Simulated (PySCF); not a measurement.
H3AlO3, triplet, at a GFN2-xTB geometry (such geometries of metal compounds can be far from the true shape) (a higher spin typed on purpose: for a closed-shell molecule this is an excited state), with bond 3-2 at 1.8 times its length; PySCF with CASCI(2,4)+NEVPT2/6-31G.

Here is a job for PySCF.
```python
from pyscf import gto, scf, mcscf, mrpt
import numpy

mol = gto.Mole()
mol.atom = '''
    Al   -0.242515    0.062946   -0.177578
    O    -1.174941   -1.389104    0.138479
    H    -1.710964   -2.914355    0.727294
    O     0.285672    1.619920   -0.789636
    H     0.785112    2.414942   -0.969100
    O     1.133367   -0.294173    0.829895
    H     1.887528   -0.489920    1.382120
'''
mol.basis = '6-31g'
mol.charge = 0
mol.spin = 2
mol.verbose = 3
mol.build()

mf = scf.ROHF(mol)
mf.kernel()
mc = mcscf.CASCI(mf, 4, 2)
mc.fix_spin_(ss=2.0)
mc.kernel()
occ = numpy.linalg.eigvalsh(mc.fcisolver.make_rdm1(mc.ci, mc.ncas, mc.nelecas))[::-1]
ss = mc.fcisolver.spin_square(mc.ci, mc.ncas, mc.nelecas)[0]
print('natural occupations', occ.round(4), ' <S^2>', round(ss, 4))
e2 = mrpt.NEVPT(mc).kernel()
print('E(NEVPT2) = %.10f' % (mc.e_tot + e2))
```

Output, abridged:

```
converged SCF energy = -468.099010757597
CASCI E = -468.099010757597  E(CI) = -1.31081997214073  S^2 = 2.0000000
natural occupations [1. 1. 0. 0.]  <S^2> 2.0

WARN: Active orbitals [2 3] (occs = [4.53472020e-16 1.11022302e-16]) are canonicalized with external orbitals

Sr    (-1)',   E = -0.00003787085736
Si    (+1)',   E = -0.00066872360797
Sijrs (0)  ,   E = -0.28632053804428
Sijr  (+1) ,   E = -0.04950436871101
Srsi  (-1) ,   E = -0.02154586434868
Srs   (-2) ,   E = -0.00028442206707
Sij   (+2) ,   E = -0.00525432436237
Sir   (0)' ,   E = -0.00820172710588
Nevpt2 Energy = -0.371817839104617
E(NEVPT2) = -468.4708285967
```
